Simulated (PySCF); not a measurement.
Coordinates in bohr (charge 0 multiplicity 5):
```
Ir    0.2221    0.0000   -0.1009
O    -2.8798    0.0000    1.1604
H     3.1705    0.0000    0.9292
```

Method: UPBE0 in PySCF with Ir def2-TZVP with ECP60, O def2-TZVP, H def2-TZVP; scalar-relativistic core potentials, no spin–orbit coupling; density-fitted integrals.

This geometry of HIrO is a stationary point at this level.

Q: What is the point group?

A: Cs.

Q: Is it a minimum?

A: Yes: all harmonic wavenumbers are real.

Q: Which band is strongest in the infrared?

A: 2005 cm⁻¹ (a'), 65 km/mol.

Q: Give the atomic charges and bond orders.

A: 
```tsv
atom	Mulliken	Löwdin	polar tensor	spin (Mulliken)	Mayer order to Ir1
Ir1	0.52	0.48	0.60	2.89	–
O2	-0.43	-0.33	-0.41	1.07	1.82
H3	-0.09	-0.15	-0.19	0.04	0.96
```

Only a few start shapes were tried, so a lower isomer may exist. With open d or f shells other occupations or spin states may lie lower. At this level a triplet minimum of Cs symmetry lies 109 kJ/mol below this structure. Spin–orbit coupling, left out here, can matter for elements this heavy.
